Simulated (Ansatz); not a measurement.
```yaml
atoms:
  - { symbol: C, position_ang: [1.3970, 0.0000, 0.0000] }
  - { symbol: C, position_ang: [0.7708, 1.2260, 0.0000] }
  - { symbol: C, position_ang: [-0.6310, 1.2129, 0.0000] }
  - { symbol: C, position_ang: [-1.3222, 0.0000, 0.0000] }
  - { symbol: C, position_ang: [-0.6310, -1.2129, 0.0000] }
  - { symbol: C, position_ang: [0.7708, -1.2260, 0.0000] }
  - { symbol: H, position_ang: [1.3261, 2.1679, 0.0000] }
  - { symbol: H, position_ang: [-1.1817, 2.1579, 0.0000] }
  - { symbol: H, position_ang: [-2.4148, 0.0000, 0.0000] }
  - { symbol: H, position_ang: [-1.1817, -2.1579, 0.0000] }
  - { symbol: H, position_ang: [1.3261, -2.1679, 0.0000] }
```

Basis set: 6-31G* (spherical functions). Correlated methods keep 6 orbitals frozen. Charge 0, multiplicity 2.

Computed with Ansatz (development build ahead of 0.2.0); each method stands on the lowest determinant of its kind that the runs found.

The atomization energy at this shape (free ground-state atoms in the same class of orbitals less the molecule, no zero-point energy) of doublet C6H5:

```json
{"method": "UHF-MP2", "atomization energy": "50.51 eV"}
```

**Question.** What does UHF give?

**Answer.** 40.50 eV. Caution: the unrestricted determinant is spin contaminated.
